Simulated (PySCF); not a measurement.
Molecule: SMILES BNBCCC, C3H11B2N.

Bonds (- single, = double, # triple, : aromatic): B1-N2, N2-B3, B3-C4, C4-C5, C5-C6. B1 carries H7, H8; N2 carries H9; B3 carries H10; C4 carries H11, H12; C5 carries H13, H14; C6 carries H15, H16, H17.

Frames of a GFN2-xTB Langevin trajectory at 300 K; GIAO PBE0/pcSseg-1 shieldings in PySCF, gas phase, non-relativistic; equivalent atoms averaged within each frame.

δ = σ(ref) − σ, references computed at the same level: 11B (100.07 ppm) against BF3·OEt2; 15N (267.73 ppm) against NH3; TMS for 13C (186.93 ppm), 1H (31.72 ppm). The references are static minima.

Task: How do the shifts (ppm) fluctuate along the trajectory?

Result: 
```
         time (fs)    B3    B1     N2    C4    C6    C5    H9   H10  H7/H8  H11/H12
optimised geometry  56.2  50.3  188.3  27.8  18.0  20.4  7.61  5.87   5.55     1.39
               250  61.9  46.7  201.0  30.2  19.3  13.1  8.09  6.23   5.37     1.47
               425  56.8  45.0  204.8  23.5  11.3  18.9  7.83  6.02   5.55     1.36
               625  55.5  49.8  177.1  33.7  17.9  17.3  7.30  5.69   5.41     1.71
               800  54.4  54.7  187.9  28.9  19.8  25.0  6.70  5.86   5.70     2.09
              1000  62.0  50.5  199.9  21.8  17.3  28.2  7.73  6.63   5.65     1.23
    mean of frames  58.1  49.3  194.1  27.6  17.1  20.5  7.53  6.09   5.54     1.57
standard deviation   3.6   3.7   11.4   4.9   3.4   6.1  0.55  0.37   0.15     0.34
```

5 frames give an uncertainty of the mean of about the standard deviation over 2.2 at best, since frames this close in time may not be independent; classical motion lacks zero-point vibration, and the reference would need the same averaging.
